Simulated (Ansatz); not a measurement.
Basis-set extrapolation for CH9NSSi2, SMILES `NC[SiH2]S[SiH3]` (PBE0-D4/def2-TZVP geometry, frozen core, the Gaussian-basis code of Ansatz). Multiplicity 1, RHF reference.

```json
{"": "HF", "def2-TZVPP": "-1073.070693", "def2-QZVPP": "-1073.104631"}
{"": "MP2 correlation", "def2-TZVPP": "-0.822448", "def2-QZVPP": "-0.884131"}
{"": "CCSD(T) correlation", "def2-TZVPP": "-0.928041", "def2-QZVPP": "not run"}
```

Energies in hartree. Use E(X) = E(∞) + A·exp(−7.88·√X) for Hartree–Fock and E(X) = E(∞) + B·X^(−2.97) for correlation, with X = 3 and 4, and add CCSD(T) minus MP2 of the smaller set to the MP2 limit.

Task: What is the CCSD(T) energy at the basis-set limit?

Result: HF limit: -1073.104631 + (-0.033938) × 0.13774 = -1073.10931. MP2 limit: -0.884131 + (-0.061683) × 0.74074 = -0.92982. Higher-order term: -0.928041 − (-0.822448) = -0.10559. Total: -1074.14472 hartree, 383.3 kJ/mol below CCSD(T)/def2-TZVPP.
